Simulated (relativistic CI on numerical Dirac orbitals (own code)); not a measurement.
# Slater and spin-orbit integrals, Tb

Computed by Dirac-Coulomb-Breit CI, separate exchange-only KLI orbitals for each configuration, model QED, valence Slater integrals scaled by 0.85, P86 correlation energy added to each configuration (own radial code, finite nucleus).

Slater integrals F^k, G^k are unscaled and averaged over j, outside the closed core [Xe]; ζ comes from projecting the Hamiltonian with its Breit term on Σ l·s of the shell.

- 4f9.6s2: F^2(4f,4f) = 106690, F^4(4f,4f) = 66318, F^6(4f,4f) = 47544, ζ(4f) = 1624.5 cm⁻¹; <r>(4f) = 0.9027, <r^2>(4f) = 1.138 (bohr units).
- 4f9.6s.7s: F^2(4f,4f) = 107080, F^4(4f,4f) = 66566, F^6(4f,4f) = 47722, ζ(4f) = 1612.1, G^3(4f,6s) = 2368.6, G^3(4f,7s) = 258.04, G^0(6s,7s) = 1104.5 cm⁻¹; <r>(4f) = 0.8968, <r^2>(4f) = 1.106, <r>(6s) = 3.995, <r^2>(6s) = 18.2, <r>(7s) = 11.17, <r^2>(7s) = 138.8 (bohr units).
- 4f8.6s2.8s: F^2(4f,4f) = 115790, F^4(4f,4f) = 72391, F^6(4f,4f) = 52009, ζ(4f) = 1706.2, G^3(4f,8s) = 108.89 cm⁻¹; <r>(4f) = 0.8318, <r^2>(4f) = 0.9032, <r>(8s) = 19.59, <r^2>(8s) = 431.4 (bohr units).

Correlation outside the listed configurations is missing or only estimated: errors of thousands of cm⁻¹ between configurations and terms are usual at this charge. Rates and lifetimes follow the computed energies and can be off by large factors. The fine structure of a lone outer electron comes out too small, for d and f at times inverted, and misplaced configurations move strength between like terms. 3 of the 39 excited levels that our extract of the measured tables holds in this range could be paired (the sources list more); they are missed by 159 cm⁻¹ on average and 195 at most, and levels without a partner can miss by more. Some levels of the ground configuration have no partner and can miss by 10 % or more.

Averages of the first 7 configurations, taken without configuration mixing, which lowers the lowest level and can move excited configurations by several eV; other configurations of the list can lie among them:

| Configuration | Parity | States | Average energy above the lowest level (eV) |
| --- | --- | --- | --- |
| 4f9.6s2 | odd | 2002 | 6.2 |
| 4f9.6s.7s | odd | 8008 | 9.5 |
| 4f8.6s2.8s | even | 6006 | 11.7 |
| 4f7.6s2.7s2 | odd | 3432 | 27.8 |
| 4f8.6s.7s2 | even | 6006 | 16.8 |
| 4f10.6s | even | 2002 | 13.8 |
| 4f11 | odd | 364 | 25.1 |
